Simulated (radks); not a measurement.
Problem. Ionisation ladder of iridium, from Ir to Ir21+. Each ion is in the ground configuration listed by NIST, and IE = E(next ion) - E(this ion). All-electron calculation, scalar-relativistic Kohn-Sham, r2SCAN, spin-polarised, spherical densities, finite nucleus; open shells are filled with parallel spins first (spin-orbit coupling, left out, can overturn this in heavy ions); meta-GGA in the generalised Kohn-Sham scheme; Fermi nuclear charge, rms radius 5.4032 fm. Program: a radial shooting solver on a logarithmic mesh with Libxc functionals.

| species | configuration | IE, Delta-SCF (eV) | -e(HOMO) (eV) | HOMO | <r> HOMO (bohr) |
|---|---|---|---|---|---|
| Ir | [Xe] 4f14 5d7 6s2 | 8.820 | 5.973 | 5d down | 1.75 |
| Ir+ | [Xe] 4f14 5d7 6s1 | 18.163 | 13.690 | 5d down | 1.66 |
| Ir2+ | [Xe] 4f14 5d7 | 28.707 | 22.965 | 5d down | 1.62 |
| Ir3+ | [Xe] 4f14 5d6 | 40.686 | 34.611 | 5d down | 1.54 |
| Ir4+ | [Xe] 4f14 5d5 | 59.655 | 52.601 | 5d up | 1.47 |
| Ir5+ | [Xe] 4f14 5d4 | 74.265 | 66.867 | 5d up | 1.42 |
| Ir6+ | [Xe] 4f14 5d3 | 89.509 | 81.817 | 5d up | 1.37 |
| Ir7+ | [Xe] 4f14 5d2 | ? | 97.353 | 5d up | 1.33 |
| Ir8+ | [Xe] 4f14 5d1 | 121.38 | 113.34 | 5d up | 1.30 |
| Ir9+ | [Xe] 4f14 | 198.58 | 188.83 | 5p | 1.06 |
| Ir10+ | [Kr] 4d10 4f14 5s2 5p5 | ? | 208.56 | 5p down | 1.04 |
| Ir11+ | [Kr] 4d10 4f14 5s2 5p4 | 237.85 | 228.18 | 5p down | 1.03 |
| Ir12+ | [Kr] 4d10 4f14 5s2 5p3 | ? | 255.25 | 5p up | 1.01 |
| Ir13+ | [Kr] 4d10 4f14 5s2 5p2 | 286.57 | 276.30 | 5p up | 0.998 |
| Ir14+ | [Kr] 4d10 4f14 5s2 5p1 | 307.28 | 297.12 | 5p up | 0.986 |
| Ir15+ | [Kr] 4d10 4f14 5s2 | 375.68 | 356.80 | 4f | 0.508 |
| Ir16+ | [Kr] 4d10 4f13 5s2 | 414.33 | 394.83 | 4f down | 0.498 |
| Ir17+ | [Kr] 4d10 4f12 5s2 | 440.16 | 428.99 | 5s down | 0.865 |
| Ir18+ | [Kr] 4d10 4f12 5s1 | ? | 457.52 | 5s up | 0.855 |
| Ir19+ | [Kr] 4d10 4f12 | 515.80 | 495.06 | 4f down | 0.482 |
| Ir20+ | [Kr] 4d10 4f11 | 558.16 | 536.86 | 4f down | 0.473 |
| Ir21+ | [Kr] 4d10 4f10 | 601.61 | 579.79 | 4f down | 0.465 |

Estimate the withheld Delta-SCF values.

Solution. Ir7+: 105.28 eV (NIST 105); Ir10+: 218.25 eV (NIST 217); Ir12+: 265.63 eV (NIST 264); Ir18+: 469.03 eV (NIST 472).
